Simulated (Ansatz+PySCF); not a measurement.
The numbers below are computed, except where a source is named.
## Several solutions for quartet FeH

```xyz
2

Fe    0.0000    0.0000    0.0000
H     0.0000    0.0000    1.6744
```

Basis set: def2-SVP (spherical functions). Charge 0, multiplicity 4.

ωB97X (unrestricted) was run from several starts with Ansatz (development build ahead of 0.2.0) and PySCF 2.14.0.

| run | program | start | converged | energy (hartree) | <S²> |
| --- | --- | --- | --- | --- | --- |
| A | PySCF | program defaults | no | – | – |
| B | Ansatz | search for the lowest state | yes | -1264.06654 | 4.06 |
| C | Ansatz | stability test followed | yes | -1264.06654 | 4.06 |
| D | Ansatz | atomic start, no search | yes | -1264.02811 | 3.76 |

Q: Which runs reached the lowest solution of this kind, and what is wrong with the others?

A: B, C reached the lowest solution found. Converged but too high: D by 1.05 eV. Convergence only shows a stationary point, and even a stable one can lie too high; stability tests and further starts are what find lower ones. Not converged: A. Caution: another spin multiplicity may lie lower. Caution: the unrestricted determinant is spin contaminated.
